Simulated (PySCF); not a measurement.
Electron correlation in Al⁺ (aluminium, charge +1)

[Ne] 3s1 4s1, high-spin 3S determinant (an excited configuration). Calculation: PySCF 2.14, in aug-cc-pwCVTZ (8s7p5d3f, 75 functions); no relativity, point nucleus. Frozen: [Ne]; 2 electrons correlated.

Total MP2 correlation energy: -3.27 mhartree.

Same-spin part -3.27 and opposite-spin part 0.00 mhartree; SCS-MP2 scales them by 1/3 and 6/5 to -1.09 mhartree.
